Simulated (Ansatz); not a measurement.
Relaxation of GaB₇ with RKS PBE0-D4/def2-SVP.

```sh
$ ansatz run in.yaml --threads 4 --pin off --events-out ev --progress --plain --max-ram 4787MiB
```

```yaml
crystal:
  periodic: [false, false, false]
  atoms:
    - {symbol: Ga, position_ang: [0.822010, -0.100310, 1.844490]}
    - {symbol: B, position_ang: [-0.198960, 1.705740, 0.033480]}
    - {symbol: B, position_ang: [-0.760260, -1.583800, -0.253250]}
    - {symbol: B, position_ang: [-1.513620, 0.926770, 0.219140]}
    - {symbol: B, position_ang: [1.438190, -0.185930, -1.073490]}
    - {symbol: B, position_ang: [0.994150, 1.250800, -0.806710]}
    - {symbol: B, position_ang: [0.734500, -1.450250, -0.587210]}
    - {symbol: B, position_ang: [-1.516020, -0.563040, 0.623540]}
basis:
  gaussian: {orbitals: def2-SVP}
hamiltonian: {xc: pbe0, dispersion: d4}
scf: {lower_state_search: "off"}
output: {orbitals: {seedname: orbitals}}
relax: {f_tol: 0.02, max_steps: 100}
```

Hardware: 4 threads of Arm Neoverse V2 on a shared host. Wall time 10 s.

Positions (Å) and forces (eV/Å) at steps 1, 2, 3, 4, 5 of 5:

```xyz
8
step=1 energy=-57078.2689 eV
Ga    0.822   -0.100    1.844   -0.339    0.049   -0.820
B    -0.199    1.706    0.033   -0.004    0.976   -0.075
B    -0.760   -1.584   -0.253   -0.161   -0.841    0.559
B    -1.514    0.927    0.219   -0.517    0.421    0.797
B     1.438   -0.186   -1.073    0.895   -0.271   -0.220
B     0.994    1.251   -0.807    0.593    0.745    0.011
B     0.735   -1.450   -0.587    0.529   -0.739   -0.380
B    -1.516   -0.563    0.624   -0.996   -0.339    0.128
8
step=2 energy=-57078.6987 eV
Ga    0.750   -0.089    1.660    0.247   -0.002    0.321
B    -0.207    1.766    0.001   -0.376    0.171   -0.255
B    -0.728   -1.647   -0.160    0.055   -0.010    0.427
B    -1.512    0.961    0.332    0.126   -0.093    0.422
B     1.491   -0.189   -1.041    0.296   -0.125   -0.079
B     1.046    1.270   -0.765    0.147    0.304    0.043
B     0.756   -1.488   -0.633   -0.226   -0.282   -0.287
B    -1.596   -0.584    0.605   -0.269    0.037   -0.593
8
step=3 energy=-57078.8036 eV
Ga    0.750   -0.087    1.656    0.056    0.013   -0.045
B    -0.236    1.794   -0.064   -0.366   -0.283    0.049
B    -0.699   -1.686   -0.087    0.120    0.416    0.151
B    -1.500    0.982    0.421    0.392   -0.317    0.003
B     1.518   -0.190   -1.023   -0.017   -0.025    0.052
B     1.074    1.279   -0.741   -0.061    0.027    0.085
B     0.742   -1.504   -0.701   -0.420   -0.029    0.120
B    -1.649   -0.588    0.538    0.296    0.198   -0.414
8
step=4 energy=-57078.8378 eV
Ga    0.770   -0.081    1.637    0.084   -0.012    0.172
B    -0.255    1.790   -0.077   -0.018    0.009   -0.024
B    -0.684   -1.678   -0.051   -0.021    0.003   -0.015
B    -1.471    0.969    0.455   -0.010   -0.014   -0.022
B     1.510   -0.192   -1.006   -0.024    0.014   -0.017
B     1.070    1.279   -0.725   -0.004   -0.015   -0.030
B     0.723   -1.506   -0.704   -0.003    0.002   -0.028
B    -1.663   -0.580    0.472   -0.003    0.014   -0.036
8
step=5 energy=-57078.8392 eV
Ga    0.776   -0.083    1.647   -0.003    0.000   -0.006
B    -0.256    1.794   -0.078    0.002   -0.002    0.001
B    -0.684   -1.680   -0.052    0.004    0.001    0.000
B    -1.469    0.969    0.453    0.004    0.002   -0.001
B     1.504   -0.192   -1.005   -0.002    0.000    0.001
B     1.067    1.279   -0.726   -0.004    0.002    0.003
B     0.722   -1.508   -0.705   -0.003   -0.002    0.003
B    -1.660   -0.579    0.466    0.003   -0.001   -0.002
```

The restricted singlet is unstable towards broken spin symmetry in Hartree–Fock (as tested in another run); at PBE0-D4/def2-SVP this wasn't settled. Another isomer (singlet) lies 2.49 eV lower at PBE0-D4/def2-TZVP; other spin states weren't run for this one.
